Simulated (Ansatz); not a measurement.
This geometry of FH₃NOSc (7 atoms, charge 0, multiplicity 1) is a first-order saddle point.

These are results of RKS r2SCAN-D4/def2-SVPD (Ansatz 0.2.0), not measurements.

```xyz
7
Properties=species:S:1:pos:R:3
N -0.984 1.085 0.046
Sc -0.028 -0.663 -0.119
O 1.822 -0.827 0.138
F -0.989 -2.201 -0.568
H -1.154 1.764 -0.695
H -1.410 1.476 0.884
H 2.743 -0.634 0.314
```

(1) Which two structures does it join? (They come from a converged band through this point; their orientation in space is the band's.)

(2) How far does it lie above each of them?

Results:

(1) No bond is made or broken. The dihedral H6–N1–Sc2–F4 goes from 180 to 0°. The two ends are copies of one structure, up to a mirror image or an exchange of like atoms.

Image 0:

```xyz
7
Properties=species:S:1:pos:R:3
N -0.825 1.182 -0.184
Sc -0.005 -0.618 -0.242
O 1.511 -0.877 0.836
F -0.803 -1.888 -1.355
H -1.643 1.489 -0.705
H -0.506 1.972 0.373
H 2.270 -1.259 1.276
```

Image 10:

```xyz
7
Properties=species:S:1:pos:R:3
N -0.825 1.182 -0.181
Sc -0.005 -0.618 -0.243
O 1.514 -0.875 0.831
F -0.804 -1.891 -1.352
H -0.505 1.974 0.373
H -1.647 1.487 -0.698
H 2.273 -1.258 1.269
```

(2) 0.35 eV above the first and 0.35 eV above the second. This is the barrier of this one path; another mechanism may lie lower.

Time of the run: 9.5 min on 2 threads of Arm Neoverse V1, on a shared host, peak memory 0.19 GiB.
